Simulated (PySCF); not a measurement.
Computed IR spectrum (relative IR intensity) of a molecule C₄H₇Cl. Coordinates come from a PBE0-D3(BJ)/def2-SVP optimisation. Other conformers were not sampled. Calculation: PBE0-D3(BJ)/def2-SVP run with PySCF. Frequencies are harmonic and unscaled.

```csv
ν (cm⁻¹),relative intensity
312,7.4
578,42
851,14
875,3.1
948,19
1031,30
1082,15
1124,19
1227,100
1345,5.6
1409,14
1421,21
1449,9.7
1466,15
1501,19
3059,38
3151,16
3161,48
3260,3.1
```

Task: Which molecule gave these data?
(A) CC1(Cl)CC1
(B) C/C=C(\C)Cl
(C) CC(C)=CCl
(D) ClCC1CC1

Result: A, CC1(Cl)CC1
